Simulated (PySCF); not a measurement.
## Working out the excitation energy of Si+

Si+ [Ne] 3s2 3p1 (2P) → Si+ [Ne] 3s1 3p1 3d1 (high-spin determinant). Computed with PySCF 2.14 in aug-cc-pwCVDZ, with the non-relativistic Hamiltonian (point nucleus). Frozen: nothing. Energies in hartree (1 hartree = 27.21139 eV):

| part | Si+ (lower) | Si+ (upper) |
| --- | --- | --- |
| UHF | -288.570061 | -288.060608 |
| CCSD correlation | -0.196808 | -0.167668 |
| (T) | -0.002304 | -0.013135 |

Question: What does Hartree-Fock give?

Answer: (-288.060608) − (-288.570061) = 0.509453 hartree = 13.863 eV.

Question: What do CCSD and CCSD(T) give?

Answer: The CCSD correlation energies differ by 0.029140 hartree = 0.793 eV and the triples by -0.010831 hartree = -0.295 eV, so CCSD gives 14.656 eV and CCSD(T) 14.361 eV.

One determinant mixes LS terms, so it does not stand for a single term.

A double-zeta basis recovers only part of the correlation energy.

The coupled-cluster amplitudes are large, so a single reference is strained.
